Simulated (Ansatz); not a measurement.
Ansatz (an electronic-structure program) input:

Ansatz 0.2 input:
```yaml
crystal:
  periodic: [false, false, false]
  atoms:
    - {symbol: C, position_ang: [1.08331416, -0.36964599, 0.01428232]}
    - {symbol: C, position_ang: [-0.11449762, 0.29184644, -0.57145929]}
    - {symbol: O, position_ang: [-1.13643185, 0.27846473, 0.23147453]}
    - {symbol: H, position_ang: [1.39523303, -1.17287007, -0.65956252]}
    - {symbol: H, position_ang: [1.90627708, 0.35094910, 0.01626492]}
    - {symbol: H, position_ang: [0.93967941, -0.77368304, 1.03389627]}
    - {symbol: H, position_ang: [-0.96263393, -0.16531657, 1.10066690]}
basis:
  gaussian:
    orbitals: cc-pVTZ-DK
magnetization: {spin_polarized: false}
correlation: {method: ccsd_t, electrons: outside_noble_gas}
```

### Question
Which total energy does the run end on?

### Answer
-153.58132 Eh (X2C-CCSD(T)/cc-pVTZ-DK). The basis has 146 functions.
